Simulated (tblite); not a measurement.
A tight-binding relaxation on `C=CCCC[Se]C#[N+][AlH3-]`.

Computed with GFN2-xTB geometry optimisation, gas phase (tblite 0.8.0). Start geometry: from a force field or distance geometry. The command runs a driver script over a list of jobs; the input below is this job's line of settings and its coordinates in Å.

Command:
```bash
OMP_NUM_THREADS=1 python probes_run.py task.json out
```

Input:
```
{"job": {"kind": "relax", "xc": "GFN2-xTB", "basis": "xTB"}, "charge": 0, "multiplicity": 1}
C     -3.021200     1.751100     0.284700
C     -3.014500     0.500400    -0.188900
C     -2.077500    -0.540900     0.418700
C     -1.191300    -1.003700    -0.693500
C     -0.188000    -2.064300    -0.259600
Se     1.020900    -1.496500     1.111900
C      2.388500    -0.371900     0.421200
N      3.238000     0.325900     0.018700
Al     4.611200     1.442500    -0.618400
H     -3.719000     2.490000    -0.162800
H     -2.377900     2.065100     1.110300
H     -3.648900     0.160800    -0.990400
H     -2.778300    -1.376300     0.725900
H     -1.509400    -0.150700     1.252600
H     -0.677800    -0.110300    -1.144000
H     -1.826800    -1.468800    -1.462200
H     -0.684500    -2.983300     0.068700
H      0.380700    -2.325800    -1.205400
H      5.573200     1.912700     0.570300
H      5.512700     0.594900    -1.627400
H      3.980900     2.665900    -1.412800
```

Problem. Give the output.

Solution. 
```
step      E/eV     max force
  0    -708.63884    2.603
  1    -708.99784    2.730
  2    -709.10756    3.643
  3    -709.26073    0.811
  4    -709.29560    1.065
  5    -709.32916    0.469
  6    -709.36444    0.331
  7    -709.37818    0.312
  8    -709.38940    0.323
  9    -709.40095    0.346
... (276 lines left out)
286    -709.72577    0.072
287    -709.72588    0.105
288    -709.72627    0.031
289    -709.72640    0.026
290    -709.72651    0.030
291    -709.72659    0.022
292    -709.72665    0.014
293    -709.72669    0.010
294    -709.72671    0.015
295    -709.72674    0.009
```

«max force» is the largest atomic force in eV/Å.

Problem. From which step on does the largest force stay under 0.1 eV/Å, and how much energy is left to gain from there?

Solution. From step 288 (0.031 eV/Å), 0.5 meV above the end.

Summary of the converged run: energy lowered by 25.1 kcal/mol over 295 steps; largest atomic force 0.009 eV/Å at the end.

Problem. Where do the atoms end?

Solution. 1.321 Å rms from the input after alignment:
```
atom  x, y, z in Å
C1    -2.2331    1.9164    0.1684
C2    -2.1653    0.7848   -0.5048
C3    -1.6290   -0.4951    0.0563
C4    -0.3759   -0.9383   -0.7013
C5     0.2794   -2.1621   -0.0978
Se6    0.9523   -1.8577    1.7598
C7     2.0334   -0.5365    1.2641
N8     2.7015    0.3188    0.8614
Al9    2.7284    1.3870   -0.8096
H10   -2.6116    2.8212   -0.2741
H11   -1.9106    1.9864    1.1945
H12   -2.4878    0.7374   -1.5364
H13   -2.3908   -1.2781   -0.0144
H14   -1.3851   -0.3503    1.1136
H15    0.3387   -0.1079   -0.7450
H16   -0.6423   -1.1875   -1.7319
H17   -0.4218   -2.9926    0.0097
H18    1.1449   -2.4828   -0.6790
H19    4.0287    2.2329   -0.6987
H20    2.7107    0.1248   -1.7713
H21    1.3264    2.0961   -0.6456
```

Hardware: one thread, Arm Neoverse N1 (aarch64), shared host. Cost: 5.0 s of wall time.
Labels such as C1 count atoms from 1, the log's own numbers from 0.
